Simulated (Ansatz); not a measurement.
Gas-phase electronic energies from Ansatz, PBE0-D4/def2-TZVP geometries. CCSD(T)/CBS adds triple-zeta CCSD(T) − MP2 to the extrapolated MP2 energy (def2 sets, frozen cores). DFT in def2-TZVPP. HSE06 is defined as in plane-wave codes. For Br outer-core shells are correlated without core-valence functions, which leaves a few kJ/mol of doubt a bond. Scalar relativity is left out up to krypton. Each species was taken in one conformer, which may not be the lowest.

`B[SiH2]Br` + `B[SiH2]O` → `BO[SiH2]B` + `[SiH3]Br`  (cleavage of the B–Si bond)

```
             level  ΔE (kJ/mol)  difference from CCSD(T)/CBS
       LDA (SPW92)       -162.1                          0.2
            PBE-D4       -153.3                          9.0
         revPBE-D4       -151.2                         11.1
           PBE0-D4       -155.2                          7.1
           ωB97X-V       -161.5                          0.8
           ωB97M-V       -166.3                         -4.0
              PBE0       -155.4                          6.9
             HSE06       -155.5                          6.8
       HF/def2-SVP       -185.7                        -23.4
      MP2/def2-SVP       -191.0                        -28.7
     CCSD/def2-SVP       -185.1                        -22.8
SCS-MP2/def2-TZVPP       -170.0                         -7.7
     HF/def2-QZVPP       -175.1                        -12.8
    MP2/def2-QZVPP       -168.6                         -6.3
      HF/CBS(def2)       -175.3                        -13.0
    CCSD/CBS(def2)       -162.2                          0.1
       CCSD(T)/CBS       -162.3                            0
```

Largest T1 diagnostic among the species: 0.013.

At CCSD(T), def2-SVP lies −24.4 kJ/mol from the extrapolated value and def2-TZVPP −1.5 kJ/mol. Leaving LDA and LC-ωPBE aside and taking each functional with its dispersion term where it has one, the values, not all of them listed here, spread over 20.0 kJ/mol, from CAM-B3LYP-D4 to revPBE-D4. LDA lies −8.7 kJ/mol from PBE without D4.
